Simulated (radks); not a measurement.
Species: Nd. Configuration: [Xe] 4f4 6s2. Method: Dirac Kohn-Sham, PBE, spin-unpolarised, spherical densities, point nucleus; open shells fill j = l - 1/2 first; computed with a radial shooting solver on a logarithmic mesh with Libxc functionals.

Normalised radial functions P(r) = r R(r) (large component), r in bohr:

r,4d5/2,5s1/2,4f7/2
0.004588,0.0004,0.1128,0.0000
0.006268,0.0009,0.1321,0.0000
0.008496,0.0020,0.1463,0.0000
0.01161,0.0049,0.1494,0.0000
0.01586,0.0113,0.1312,0.0001
0.02166,0.0255,0.0809,0.0003
0.02936,0.0544,-0.0044,0.0009
0.04011,0.1122,-0.1183,0.0026
0.05479,0.2158,-0.2179,0.0075
0.07485,0.3771,-0.2302,0.0203
0.1014,0.5726,-0.0948,0.0497
0.1386,0.7298,0.1645,0.1137
0.1893,0.6825,0.3486,0.2333
0.2587,0.2756,0.2034,0.4205
0.3506,-0.4238,-0.2322,0.6469
0.4789,-1.1031,-0.5221,0.8554
0.6543,-1.3106,-0.2038,0.9457
0.8867,-0.9981,0.4926,0.8816
1.211,-0.5018,0.9521,0.7083
1.655,-0.1617,0.8424,0.5010
2.261,-0.0303,0.4382,0.3133
3.064,-0.0031,0.1401,0.1798
4.186,-0.0001,0.0244,0.0956
5.719,0.0000,0.0020,0.0460
7.813,0.0000,0.0001,0.0186
10.59,0.0000,0.0000,0.0061
14.47,0.0000,0.0000,0.0013

4d5/2: eigenvalue -114.70 eV, 1 radial node at r = 0.295 bohr, <r> = 0.712 bohr, 90 % of the charge inside 1.07 bohr. 5s1/2: eigenvalue -40.341 eV, 4 radial nodes at r = 0.0290, 0.115, 0.302, 0.719 bohr, <r> = 1.47 bohr, 90 % of the charge inside 2.12 bohr. 4f7/2 (empty): eigenvalue -1.439 eV, 0 radial nodes, <r> = 1.15 bohr, 90 % of the charge inside 2.06 bohr.
